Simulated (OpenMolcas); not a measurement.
## Levels of Cs I by method

* Program: OpenMolcas 26.06
* Basis: ANO-RCC-VQZP [9s8p5d3f2g]
* Scalar Hamiltonian: DKH2, point nucleus
* Active space: 1 electron in 4 orbitals (6s 6p)
* State averaging: 2S+1 = 2 even, 1 root; 2S+1 = 2 odd, 3 roots
* Spin-orbit coupling: state interaction with AMFI integrals over the reference wave functions, term energies averaged over their components

Methods on the same reference wave functions:
A. CASSCF
B. SS-CASPT2, IPEA 0.25 Eh, imaginary shift 0.1 Eh (closed shells correlated: 5s 5p)

Energies in cm⁻¹ above 6s ²S_1/2, the measured ground level; measured values from NIST Handbook of Basic Atomic Spectroscopic Data.

| Level | A | B | Measured |
| --- | --- | --- | --- |
| 6s ²S_1/2 | 0.0 | 0.0 | 0.0 |
| 6p ²P°_1/2 | 9297 | 11015 | 11178 |
| 6p ²P°_3/2 | 9595 | 11313 | 11732 |

Deviations, from unrounded energies. A percentage is the sum of absolute deviations over the sum of measured energies, with the sign that they share, or ± where signs differ.

```csv
Against measurement,Levels,A,B
mean absolute deviation (cm-1),2,2000,290
other configurations (%),2,-17.5,-2.5
```

B lies closest to measurement on these levels. The largest miss of B in the table is 6p ²P°_3/2, by -420 cm-1. The ranking rests on the paired levels alone, and a cruder setting can come out closer through cancelling errors.

The lowest spin-free term lies below A's lowest term by 0.173 hartree in B.

ANO sets are built for ground and valence states and can reach diffuse excited orbitals poorly. With one active electron the reference holds no correlation, so core polarisation is missing (holds for A). With one active electron, CASPT2 adds the correlation within the correlated inactive shells and between them and that electron, and leaves the splitting within a term as the reference gives it (holds for B). Computed and measured levels are paired by configuration, term and J; levels that our copy of the source lacks, or whose pairing is in doubt (as where it misses far off the trend of its configuration), stay unpaired and out of the deviations. Only configurations of the active space appear.

° marks odd parity.
